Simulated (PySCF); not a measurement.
## Cost of excited-state runs on `C[C@@H]1CCC[C@H]1C`, C₇H₁₄

Geometry (Å), atoms numbered from 1 in this order:
```xyz
21

C     0.8823    1.9525    0.0034
C     0.1686    0.6854   -0.4465
C    -1.3644    0.8261   -0.4300
C    -1.9240   -0.5328    0.0291
C    -0.7136   -1.4648    0.1138
C     0.4498   -0.5310    0.4481
C     1.8148   -1.1616    0.2170
H     0.6137    2.1980    1.0293
H     0.6082    2.7902   -0.6343
H     1.9612    1.8249   -0.0483
H     0.4950    0.4411   -1.4632
H    -1.7393    1.1012   -1.4155
H    -1.6594    1.6134    0.2644
H    -2.6796   -0.9152   -0.6562
H    -2.3870   -0.4352    1.0119
H    -0.5306   -1.9353   -0.8544
H    -0.8467   -2.2518    0.8553
H     0.3701   -0.2231    1.4965
H     1.9410   -2.0368    0.8512
H     1.9211   -1.4718   -0.8211
H     2.6097   -0.4562    0.4490
```

PySCF with density fitting, on 1 thread of an Arm Neoverse V1, shared host. Command: `OMP_NUM_THREADS=1 python excited_run.py task.json out`

(1) How long does each of these runs take, and how much memory?
- magnetisability and related constants, CAM-B3LYP/pcSseg-1; isotopologues; writes grids
- magnetisability and related constants, CAM-B3LYP/pcSseg-1; isotopologues; writes grids
- magnetisability and related constants, wB97X/STO-3G; usual settings
- magnetisability and related constants, wB97X/STO-3G; usual settings

## Answers

(1) 
| run | level | basis functions | wall time | peak memory (GiB) |
| --- | --- | --- | --- | --- |
| magnetisability and related constants | CAM-B3LYP/pcSseg-1 | 189 | 69 s | 1 |
| magnetisability and related constants | CAM-B3LYP/pcSseg-1 | 189 | 43 s | 0.92 |
| magnetisability and related constants | wB97X/STO-3G | 49 | 3.5 s | 0.45 |
| magnetisability and related constants | wB97X/STO-3G | 49 | 2.5 s | 0.44 |

Times from a shared host are rough.
